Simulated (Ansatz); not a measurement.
## Worked example: GaH(CH3)(SH) + H2S → GaH(SH)2 + CH4

Species: GaH(CH3)(SH), singlet; H2S `S`, singlet; GaH(SH)2, singlet; CH4 (methane) `C`, singlet. The partners trade CH3 for SH: Ga–CH3 and H–SH bonds give way to Ga–SH and H–CH3.

Shapes, held fixed at every level: PBE0-D4/def2-TZVP. Flexible molecules stand in one conformer, not always the lowest. Programs: Ansatz 0.2.0. The zero-point and thermal change to 298 K, harmonic and unscaled (PBE0-D4/def2-TZVP), is +8.3 kJ/mol.

At CCSD(T)/def2-TZVPP; 1 Eh = 2625.50 kJ/mol:

| species | energy (Eh) |
| --- | --- |
| GaH(CH3)(SH) | -2362.273938 |
| H2S | -398.931115 |
| GaH(SH)2 | -2720.806140 |
| CH4 | -40.438606 |

Q: Work out ΔH(298 K) of the reaction at this level.

A: 
1. Products less reactants: (-2720.806140) + (-40.438606) − [(-2362.273938) + (-398.931115)] = -0.039693 Eh = -104.2 kJ/mol.
2. With the thermal change: -104.2 + (+8.3) = -95.9 kJ/mol.

Other levels give -106.2 (HF/def2-SVP) to -99.6 kJ/mol (PBE-D4/def2-TZVPP). No measured value is set beside it here. Relativity is left out for Ga. Outer-core shells of Ga are correlated in most correlated rows, in sets that cover them unevenly. CCSD(T)/def2-TZVPP lies outside the range of all other levels here, so it shouldn't be taken on trust.
